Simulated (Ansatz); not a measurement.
A nudged elastic band was laid between two geometries of ClH + H4O3Si (10 atoms, charge 0, multiplicity 1).

These are results of Ansatz, RKS r2SCANh-D4/6-31G*, not measurements.

```yaml
movable_images: 7
climbing_image: yes
spring: 5.0 eV/Å²
optimiser: quadratic models (default)
start_path: through a guess of the saddle point
force_threshold: 0.05 eV/Å
iteration_limit: 60
end_points: relaxed
```

Image 0:

```xyz
10
Properties=species:S:1:pos:R:3
Si 0.492 -0.544 -0.324
H 1.574 -0.193 -1.256
O 0.624 -2.072 0.258
O 0.675 0.517 0.960
O -1.004 -0.433 -0.989
H -0.247 1.971 0.613
Cl -1.079 2.817 0.038
H -0.110 -2.653 0.024
H 0.438 0.136 1.818
H -1.363 0.453 -1.142
```

Image 8:

```xyz
10
Properties=species:S:1:pos:R:3
Si -0.154 -0.095 0.700
H 0.736 0.235 -2.511
O 0.895 -1.043 -0.114
O -0.574 -0.804 2.107
O -1.479 0.160 -0.214
H 0.519 0.756 -2.993
Cl 0.761 1.717 1.110
H 1.759 -1.192 0.287
H -1.129 -0.293 2.708
H -1.334 0.559 -1.080
```

(1) Which bonds break or form, and what moves?

(2) What energy profile does the band end with?

(3) What is the geometry of the highest image?

Answers

(1) Bonds broken: Si1–H2, H6–Cl7. Bonds formed: Si1–Cl7, H2–H6. ClH + H4O3Si becomes ClH3O3Si + H2.

(2) The run converged. The highest image is number 4 of 0 to 8, 1.43 eV above the first end and 2.15 eV above the last; the last end lies 0.73 eV below the first. Neighbouring images differ by up to 1.6 eV, so the band resolves the path poorly. A vibrational analysis at the climbing image gives one clearly imaginary mode, 521i cm⁻¹: a first-order saddle point. The orbitals stay closed-shell, which can raise the energy where a bond breaks towards radicals; this wasn't checked here.

```
image  path coordinate (Å)  energy (eV)  Si1–H2 (Å)  H6–Cl7 (Å)  Si1–Cl7 (Å)
    0                 0.00         0.00        1.47        1.32         3.73
    1                 1.25         0.08        1.47        1.32         3.64
    2                 2.51         0.17        1.48        1.30         3.57
    3                 3.76         0.41        1.50        1.30         3.39
    4                 5.01         1.43        1.75        1.92         2.73
    5                 6.76        -0.15        2.75        2.42         2.13
    6                 8.51        -0.70        3.41        3.50         2.07
    7                10.26        -0.72        3.62        4.15         2.07
    8                12.01        -0.73        3.35        4.22         2.07
```

(3) 
```xyz
10
Properties=species:S:1:pos:R:3
Si -0.101 -0.404 -0.040
H 1.235 0.383 -0.846
O 0.590 -1.811 -0.475
O 0.072 -0.280 1.565
O -1.420 -0.272 -0.954
H 0.846 1.079 -0.605
Cl -0.408 2.301 0.174
H 1.156 -2.212 0.196
H -0.155 0.602 1.906
H -1.816 0.614 -0.922
```

Time of the run: 20 min on 2 threads of Arm Neoverse V1, with other jobs on the host, peak memory 0.23 GiB.
